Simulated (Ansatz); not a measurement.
Two isomers of H5O2Si2: A = `O[SiH](O)[SiH2]`•, B = `O[Si](O)[SiH3]`•.

Program: Ansatz. Geometries: PBE0-D4/def2-TZVP. ΔE: electronic, gas phase. CCSD(T)/CBS is the MP2 limit (def2-TZVPP, def2-QZVPP) plus CCSD(T) − MP2 in def2-TZVPP, frozen cores. DFT in def2-TZVPP. B3LYP here is the variant with VWN-RPA as its local correlation; programs differ in this. Open shells (•) are unrestricted, without spin–orbit coupling. One conformer a species, not always the lowest.

Question: Which is lower in electronic energy at CCSD(T)/CBS, and by how much? (Best estimate.)

Answer: Ansatz gave: A, by 13.5 kJ/mol.

Question: Give E(B) − E(A) in kJ/mol with CCSD(T)/def2-TZVPP, B3LYP, B2PLYP, ωB97M-V, r2SCAN-D4, CCSD(T)/def2-SVP, PBE-D4. (Best estimate.)

Answer: Computed: CCSD(T)/def2-TZVPP 15.9, B3LYP 6.3, B2PLYP 10.2, ωB97M-V 11.5, r2SCAN-D4 10.4, CCSD(T)/def2-SVP 19.2, PBE-D4 4.9. None reverses the order clearly.

Question: Does the order hold for the free energy at 298.15 K (harmonic terms from PBE0-D4)? (An estimate is asked.)

Answer: Ansatz gave: Yes: G(B) − G(A) = +12.1 kJ/mol, for one conformer each.

Largest T1 diagnostic: 0.016.

At CCSD(T), def2-SVP lies +5.7 kJ/mol from the extrapolated value and def2-TZVPP +2.4 kJ/mol. From PBE to PBE0 (25 % exact exchange), in def2-TZVPP and without D4, E(B) − E(A) moves by +5.2 kJ/mol.
